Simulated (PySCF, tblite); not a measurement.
Isomers of C3H11FOSi2. Method: GFN2-xTB as coded in tblite; computed harmonic values from a numerical Hessian at the method's own geometry, unscaled. This tight-binding method is rough: wavenumbers can miss measured ones by several per cent, in bad cases by 10 to 20. Modes of hydrogen on silicon can be 10 to 20 % off. One conformer each.

Electronic energies: PBE0-D3(BJ)/def2-SVP at its own geometries (PySCF, gas phase).

```csv
SMILES,"electronic energy, lowest = 0 (kcal/mol)"
CO[Si@@H](F)CC[SiH3],33.5
C[Si](C)(CF)O[SiH3],33.4
CC(C)[SiH2]O[SiH2]F,0.0
CC[C@H](F)[SiH2]O[SiH3],51.0
```

**Question.** How do GFN2-xTB zero-point energies change the relative energies?

**Answer.** 
| SMILES | ZPE (kcal/mol) | of it from modes above 1550 cm⁻¹ | electronic (kcal/mol) | with ZPE, lowest = 0 (kcal/mol) | lowest mode (cm⁻¹) | rings |
| --- | --- | --- | --- | --- | --- | --- |
| CC(C)[SiH2]O[SiH2]F | 83.5 | 43.3 | 0.0 | 0.0 | 19 | 0 |
| C[Si](C)(CF)O[SiH3] | 82.2 | 44.3 | 33.4 | 32.0 | 7 | 0 |
| CO[Si@@H](F)CC[SiH3] | 82.6 | 42.7 | 33.5 | 32.5 | 29 | 0 |
| CC[C@H](F)[SiH2]O[SiH3] | 81.3 | 42.0 | 51.0 | 48.8 | 17i | 0 |

The zero-point energies span 2.2 kcal/mol, from `CC[C@H](F)[SiH2]O[SiH3]` to `CC(C)[SiH2]O[SiH2]F`. Slightly imaginary modes are left out of the zero-point energy: `CC[C@H](F)[SiH2]O[SiH3]` 16.9i cm⁻¹. The order is unchanged.

**Question.** And how do the electronic energies of GFN2-xTB itself compare?

**Answer.** `CC(C)[SiH2]O[SiH2]F` 0.0; `C[Si](C)(CF)O[SiH3]` 58.3; `CO[Si@@H](F)CC[SiH3]` 51.0; `CC[C@H](F)[SiH2]O[SiH3]` 43.8 kcal/mol, lowest = 0. Against the energies above, taken from the same isomer `CC(C)[SiH2]O[SiH2]F`, the largest difference is 24.9 kcal/mol. The two levels were optimised apart and needn't hold the same conformer.
